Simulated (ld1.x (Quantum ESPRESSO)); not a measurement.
**Building the ultrasoft potential for C (Z = 6) (PBE, scalar-relativistic).**

C, ultrasoft, made with ld1.x (Quantum ESPRESSO) 7.5 (PBE, scalar-relativistic). Core [He], reference 2s2 2p2. Waves: 2s (bound): rcut 0.80, rcutus 1.10 bohr; 2s channel at 1.45 Ry: rcut 0.80, rcutus 1.10 bohr; 2p (bound): rcut 1.05, rcutus 1.40 bohr; 2p channel at -0.05 Ry: rcut 1.05, rcutus 1.40 bohr. Local part: all-electron potential smoothed inside 1.15 bohr (lloc = -2). Core correction: Bessel-smoothed model core inside 0.60 bohr. Augmentation charge: PSQ, radius 0.65 bohr.

- Cutoffs needed: 30 Ry and 40 Ry (the cutoffs (Ry, on a coarse ladder) from which the occupation-weighted sum of valence levels, in a spherical-Bessel basis at the reference potential, stays within 10 and 1 mRy of its value at 400 Ry)
- Ghost test: no extra level below or beside the all-electron valence levels (s, p, d, f tested) (spherical-Bessel basis up to 400 Ry, 20 bohr box)
- Largest excitation error: +58 meV (all-electron minus pseudo) for 2s0 2p4, out of 7 test configurations
- Lowest eigenvalue of the overlap operator: 0.55 (s channel)
- Density cutoff estimated by the generator: 569 Ry
